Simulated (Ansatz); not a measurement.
CH4BrNOSi can be A, `Br[SiH]1NCO1`, or B, `C=N[SiH](O)Br`.

Gas-phase electronic energies from Ansatz, PBE0-D4/def2-TZVP geometries. CCSD(T)/CBS is the MP2 limit (def2-TZVPP, def2-QZVPP) plus CCSD(T) − MP2 in def2-TZVPP, frozen cores. DFT in def2-TZVPP. B3LYP here is the variant with VWN-RPA as its local correlation; programs differ in this. For Br outer-core shells are correlated without core-valence functions, which leaves a few kJ/mol of doubt a bond. Scalar relativity is left out up to krypton. Each species was taken in one conformer, which may not be the lowest.

**Question.** Which isomer does CCSD(T)/CBS put lower? Give the gap. (Estimate.)

**Answer.** The calculation gave: B, by 39.9 kJ/mol.

**Question.** Give E(B) − E(A) in kJ/mol with PBE-D4, B3LYP, CCSD(T)/def2-TZVPP, B3LYP-D4, MP2/def2-TZVPP, HF/def2-TZVPP, CCSD/def2-TZVPP. (An estimate is asked.)

**Answer.** The calculation gave: PBE-D4 -29.9, B3LYP -47.8, CCSD(T)/def2-TZVPP -40.0, B3LYP-D4 -47.3, MP2/def2-TZVPP -36.0, HF/def2-TZVPP -53.7, CCSD/def2-TZVPP -39.4. None reverses the order clearly.

Largest T1 diagnostic: 0.011.

From PBE to PBE0 (25 % exact exchange), in def2-TZVPP and without D4, E(B) − E(A) moves by +7.3 kJ/mol. In def2-TZVPP, CCSD(T) changes the Hartree–Fock value by +13.7 kJ/mol (the triples alone add −0.6 kJ/mol) and MP2 by +17.7 kJ/mol.
